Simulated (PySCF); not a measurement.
C₇H₉NO.
Bonds: C1–O2, O2–C3, C3–C4, C4–C5 (aromatic), C5–C6 (aromatic), C6–N7 (aromatic), N7–C8 (aromatic), C8–C9 (aromatic), C4–C9 (aromatic). Hydrogens: H10, H11, H12 on C1; H13, H14 on C3; H15 on C5; H16 on C6; H17 on C8; H18 on C9.

The same species was optimised twice, with GFN2-xTB and with PBE0-D3(BJ)/def2-SVP (PySCF), and the same property calculations (PySCF, gas phase) were run on both structures.

```json
{"coordinate": "O2–C3 (Å)", "GFN2-xTB": "1.405", "PBE0-D3(BJ)/def2-SVP": "1.390", "change": "-0.015"}
{"coordinate": "N7–C8 (Å)", "GFN2-xTB": "1.322", "PBE0-D3(BJ)/def2-SVP": "1.332", "change": "+0.010"}
{"coordinate": "C1–O2 (Å)", "GFN2-xTB": "1.402", "PBE0-D3(BJ)/def2-SVP": "1.393", "change": "-0.009"}
{"coordinate": "C5–C6 (Å)", "GFN2-xTB": "1.387", "PBE0-D3(BJ)/def2-SVP": "1.395", "change": "+0.008"}
{"coordinate": "C6–N7 (Å)", "GFN2-xTB": "1.321", "PBE0-D3(BJ)/def2-SVP": "1.330", "change": "+0.009"}
{"coordinate": "C8–C9 (Å)", "GFN2-xTB": "1.384", "PBE0-D3(BJ)/def2-SVP": "1.392", "change": "+0.008"}
{"coordinate": "C4–C9 (Å)", "GFN2-xTB": "1.392", "PBE0-D3(BJ)/def2-SVP": "1.398", "change": "+0.006"}
{"coordinate": "C4–C5 (Å)", "GFN2-xTB": "1.388", "PBE0-D3(BJ)/def2-SVP": "1.394", "change": "+0.006"}
{"coordinate": "C3–C4 (Å)", "GFN2-xTB": "1.503", "PBE0-D3(BJ)/def2-SVP": "1.501", "change": "-0.002"}
{"coordinate": "C1–O2–C3 (°)", "GFN2-xTB": "112.9", "PBE0-D3(BJ)/def2-SVP": "113.6", "change": "+0.7"}
{"coordinate": "C6–N7–C8 (°)", "GFN2-xTB": "117.8", "PBE0-D3(BJ)/def2-SVP": "117.2", "change": "-0.6"}
{"coordinate": "C3–C4–C9 (°)", "GFN2-xTB": "120.2", "PBE0-D3(BJ)/def2-SVP": "120.7", "change": "+0.5"}
{"coordinate": "C5–C4–C9 (°)", "GFN2-xTB": "118.0", "PBE0-D3(BJ)/def2-SVP": "117.6", "change": "-0.4"}
{"coordinate": "C5–C6–N7 (°)", "GFN2-xTB": "123.6", "PBE0-D3(BJ)/def2-SVP": "123.9", "change": "+0.3"}
{"coordinate": "C4–C9–C8 (°)", "GFN2-xTB": "118.6", "PBE0-D3(BJ)/def2-SVP": "118.9", "change": "+0.3"}
{"coordinate": "O2–C3–C4 (°)", "GFN2-xTB": "111.0", "PBE0-D3(BJ)/def2-SVP": "110.8", "change": "-0.2"}
{"coordinate": "C3–C4–C5 (°)", "GFN2-xTB": "121.8", "PBE0-D3(BJ)/def2-SVP": "121.7", "change": "-0.1"}
{"coordinate": "C1–O2–C3–C4 (°)", "GFN2-xTB": "-179", "PBE0-D3(BJ)/def2-SVP": "179", "change": "-2"}
{"coordinate": "O2–C3–C4–C5 (°)", "GFN2-xTB": "0", "PBE0-D3(BJ)/def2-SVP": "-4", "change": "-4"}
```

Rotational constants: A = 5071, B = 907.8, C = 777.5 MHz (GFN2-xTB) against A = 5030, B = 907.1, C = 776.2 MHz (PBE0-D3(BJ)/def2-SVP).

On the GFN2-xTB structure: HOMO (eV) -7.23 [PBE0/pcSseg-1]; LUMO (eV) -0.62 [PBE0/pcSseg-1]; dipole (D) 3.76 [PBE0/pcSseg-1]; GIAO shielding of C1 (ppm) 125.7 [PBE0/pcSseg-1]; GIAO shielding of O2 (ppm) 320.2 [PBE0/pcSseg-1]; GIAO shielding of C3 (ppm) 109.9 [PBE0/pcSseg-1]; GIAO shielding of C4 (ppm) 33.1 [PBE0/pcSseg-1]; GIAO shielding of C5/C9 (mean) (ppm) 62.7 [PBE0/pcSseg-1]; GIAO shielding of C6/C8 (mean) (ppm) 31.5 [PBE0/pcSseg-1]; GIAO shielding of N7 (ppm) -87.2 [PBE0/pcSseg-1].

What do these properties become on the PBE0-D3(BJ)/def2-SVP structure?

```
                                    property          level  on GFN2-xTB  on PBE0-D3(BJ)/def2-SVP  change
                                   HOMO (eV)  PBE0/pcSseg-1        -7.23                    -7.29   -0.06
                                   LUMO (eV)  PBE0/pcSseg-1        -0.62                    -0.67   -0.05
                                  dipole (D)  PBE0/pcSseg-1         3.76                     3.79   +0.03
energy, GFN2-xTB geometry as zero (kcal/mol)  PBE0/pcSseg-1          0.0                     -0.2    -0.2
                  GIAO shielding of C1 (ppm)  PBE0/pcSseg-1        125.7                    125.3    -0.4
                  GIAO shielding of O2 (ppm)  PBE0/pcSseg-1        320.2                    322.4    +2.2
                  GIAO shielding of C3 (ppm)  PBE0/pcSseg-1        109.9                    110.7    +0.8
                  GIAO shielding of C4 (ppm)  PBE0/pcSseg-1         33.1                     31.8    -1.3
        GIAO shielding of C5/C9 (mean) (ppm)  PBE0/pcSseg-1         62.7                     60.3    -2.4
        GIAO shielding of C6/C8 (mean) (ppm)  PBE0/pcSseg-1         31.5                     29.0    -2.5
                  GIAO shielding of N7 (ppm)  PBE0/pcSseg-1        -87.2                    -90.9    -3.7
```

The heavy atoms differ by 0.021 Å rms after alignment. Among bonds between heavy atoms O2–C3 changes most (-0.015 Å). Changes are differences of the printed values. Neither structure is proved a minimum here.

The values belong to the conformer `[CH3:1][O:2][CH2:3][c:4]1[cH:5][cH:6][n:7][cH:8][cH:9]1`: C1–O2–C3–C4 179°, O2–C3–C4–C5 -4°.
